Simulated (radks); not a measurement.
All-electron atom: Ta XIII in [Kr] 4d10 4f12 5s2 5p1 (not the ground configuration). Calculated with a radial shooting solver on a logarithmic mesh with Libxc functionals: scalar-relativistic Kohn-Sham, LDA (Slater exchange, Perdew-Wang correlation), spin-polarised, spherical densities, finite nucleus; open shells are filled with parallel spins first (spin-orbit coupling, left out, can overturn this in heavy ions); Fermi nuclear charge, rms radius 5.3507 fm.

Unscreened Slater integrals over Kohn-Sham orbitals (eV). They are taken over the spin-up orbitals.

integral,value
"F0(5p,5p)",22.583
"F2(5p,5p)",12.339
"F0(5p,4f)",27.227
"F2(5p,4f)",9.2915
"G2(5p,4f)",3.7284
"G4(5p,4f)",3.1849
"F0(5p,5s)",23.556
"G1(5p,5s)",16.045
"F0(5p,4d)",27.713
"F2(5p,4d)",8.7152
"G1(5p,4d)",2.5072
"G3(5p,4d)",2.5060
"F0(4f,4f)",43.578
"F2(4f,4f)",21.589
"F4(4f,4f)",13.731
"F6(4f,4f)",9.9325
"F0(4f,5s)",29.276
"G3(4f,5s)",4.4002
"F0(4f,4d)",45.269
"F2(4f,4d)",22.313
"F4(4f,4d)",14.390
"G1(4f,4d)",25.826
"G3(4f,4d)",16.566
"G5(4f,4d)",11.811
"F0(5s,5s)",24.732
"F0(5s,4d)",29.869
"G2(5s,4d)",3.3662
"F0(4d,4d)",47.546
"F2(4d,4d)",24.197
"F4(4d,4d)",16.231

Derived for the open shells (J is the average intra-shell exchange parameter used in DFT+U). 4f: F4/F2 = 0.636, F6/F2 = 0.460, J = (286 F2 + 195 F4 + 250 F6)/6435 = 1.761 eV. 5p: J = F2/5 = 2.468 eV.
